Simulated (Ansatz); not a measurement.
`[Cl][SnH2][I]` + H₂O → `[OH][SnH2][Cl]` + HI at 500 K and 1 bar (formal hydrolysis of the Sn–I bond).

Calculated with Ansatz (gas phase, PBE0-D4/def2-TZVP geometries, no zero-point term in ΔE). CBS: MP2 limit from def2 TZ/QZ plus the TZ coupled-cluster correction, frozen cores. This one scheme is used for every species. Elements past krypton have def2 core potentials. For I, Sn outer-core shells are correlated without core-valence functions, which leaves a few kJ/mol of doubt a bond. One conformer a species, not always the lowest.

```tsv
species	CCSD(T)/CBS energy (Eh)	H − E (kJ/mol)	S (J/(mol·K))
`[Cl][SnH2][I]`	-972.52417	73.5	381.8
H₂O	-76.37941	73.2	206.3
`[OH][SnH2][Cl]`	-750.83217	108.4	367.0
HI	-298.03592	28.6	221.6
```

H − E and S are ideal-gas, rigid-rotor, harmonic terms from PBE0-D4/def2-TZVP, for one conformer and one mirror image of each species. 1 Eh = 2625.50 kJ/mol, R = 8.31446 J/(mol·K).

**Question.** By hand: ΔE, ΔH, ΔS and ΔG.

**Answer.** ΔE = (-750.83217) + (-298.03592) − (-972.52417) − (-76.37941) = 0.03549 Eh = 93.2 kJ/mol. Δ(H − E) = 108.4 + 28.6 − 73.5 − 73.2 = -9.7, so ΔH = 83.5 kJ/mol. ΔS = 367.0 + 221.6 − 381.8 − 206.3 = 0.5 J/(mol·K). ΔG = 83.5 − 500 × (0.5)/1000 = 83.2 kJ/mol.

**Question.** By hand: the equilibrium constant, and the temperature at which ΔG would vanish if ΔH and ΔS stayed fixed.

**Answer.** log₁₀ K = −ΔG/(RT ln 10) = -8.7. ΔG = 0 at ΔH/ΔS = 167000 K, far beyond where these terms or the molecules hold.

The number of gas molecules stays the same, so ΔS is small and ΔH decides. A doubt of 5 kJ/mol in ΔE shifts log₁₀ K by 0.5 here. Other conformers and mirror images would add mixing entropy, several J/(mol·K) or more a flexible species. These are equilibria of isolated gas molecules and say nothing of rates. Largest T1 diagnostic: 0.013 (customary marks: 0.02 for closed shells, 0.045 for open ones).
